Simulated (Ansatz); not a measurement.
```xyz
15

C     2.2382    2.2066    0.4914
O     1.0831    1.4416    0.4945
Y    -0.5057    0.2063    0.3376
C    -0.9799   -1.0655    2.2927
O    -1.0599   -0.6646   -1.3970
C    -1.2847   -1.2472   -2.6338
H     2.8722    1.9764   -0.3751
H     2.8345    2.0322    1.3963
H     2.0042    3.2787    0.4524
H    -1.9761   -1.5278    2.2885
H    -0.2682   -1.8973    2.3975
H    -0.9013   -0.4898    3.2247
H    -0.6581   -0.7952   -3.4144
H    -1.0662   -2.3227   -2.6133
H    -2.3321   -1.1318   -2.9418
```

Total charge 0; spin multiplicity 1. Y: def2 effective core potential.

List the B3LYP/def2-TZVPP orbital energies in eV (Ansatz 0.2.0). (Estimate.)

Ansatz gave: Occupied: -519.53, -519.53, -277.61, -277.61, -274.88, -50.30, -29.46, -28.98, -28.70, -25.97, -25.50, -17.71, -17.51, -17.13, -11.93, -11.78, -11.76, -11.74, -11.72, -11.35, -9.64, -9.62, -7.55, -7.46, -7.30, -7.26, -5.96. Lowest empty: -1.87, -0.28, 0.16, 0.16, 0.40, 0.65, 0.67, 1.62.

B3LYP here is the variant with VWN-RPA as its local correlation; programs differ in this.
